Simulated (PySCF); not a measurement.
Gas-phase reaction: GaCl₃ + GaCl + 2 H → 2 GaHCl₂

Energies from PySCF (xtb for GFN2), thermal terms from the rigid-rotor harmonic-oscillator model, ideal gas at 1 bar. † marks an energy on the PBE0/def2-TZVP geometry and frequencies; other levels use their own. MP2 and CCSD(T) freeze the core. Open shells (unrestricted): H (multiplicity 2); the rest are closed-shell singlets. GFN2 has no spin-polarisation term. Ga: all electrons, no relativistic terms. GaHCl₂: computed as isolated molecules; such fragments, hydroxides, amides, oligomers or adducts are transient or little studied in the gas. MP2 isn't extrapolated to the basis-set limit. CCSD(T) isn't extrapolated to the basis-set limit.

```csv
level,"ΔH°(298 K), kJ"
BLYP/def2-TZVP†,-419
CCSD(T)/def2-TZVPP†,?
GFN2-xTB,?
HF/def2-TZVP†,-353
M06-2X/def2-TZVP†,-446
MP2/def2-SVP†,?
PBE/def2-TZVP†,-426
PBE0/def2-QZVP†,-441
PBE0/def2-TZVP,-439
r2SCAN/def2-TZVP†,-458
ωB97M-V/def2-TZVP†,?
```

Q: Fill in the missing entries.

A: 
- CCSD(T)/def2-TZVPP†, ΔH°(298 K), kJ: -459
- GFN2-xTB, ΔH°(298 K), kJ: -505
- MP2/def2-SVP†, ΔH°(298 K), kJ: -429
- ωB97M-V/def2-TZVP†, ΔH°(298 K), kJ: -449
